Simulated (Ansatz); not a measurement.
The Si2–H4 bond of Cl2H2Si (SMILES Cl[SiH2]Cl) is stretched (multiplicity 1, the rest rigid).
Geometry at rest (charge 0, multiplicity 1):
```xyz
5

Cl    -1.6761     0.4337    -0.0037
Si    -0.0115    -0.7660     0.0237
Cl     1.6883     0.3828    -0.0216
H     -0.0165    -1.5412     1.2727
H     -0.0307    -1.6168    -1.1749
```

Correlated levels freeze the cores.

Codes used: Ansatz (Gaussian basis) for Hartree–Fock, density functionals and correlated methods. Each number belongs to the level named beside it.

FIC-MRCISD+Q on CASSCF(2,2)/cc-pV(T+d)Z, total energies (hartree):

| R (Å) | CASSCF | MRCISD | weight c² of the reference |
|---|---|---|---|
| 1.470 | -1209.274600 | -1209.735044 | 0.86265 |
| 2.573 | -1209.175046 | -1209.626681 | 0.86254 |
| 4.704 | -1209.136922 | -1209.585049 | 0.86336 |

Task: Add the Davidson correction (E_MRCISD − E_CASSCF)(1 − c²)/c² and give the energies above the first point at the three levels.

Result: 
Corrections (hartree): -0.073313, -0.071976, -0.070925. Above the first point (kcal/mol):
- R = 2.573 Å: CASSCF 62.5, MRCISD 68.0, with the correction 68.8
- R = 4.704 Å: CASSCF 86.4, MRCISD 94.1, with the correction 95.6

Ansatz is a first-principles code.
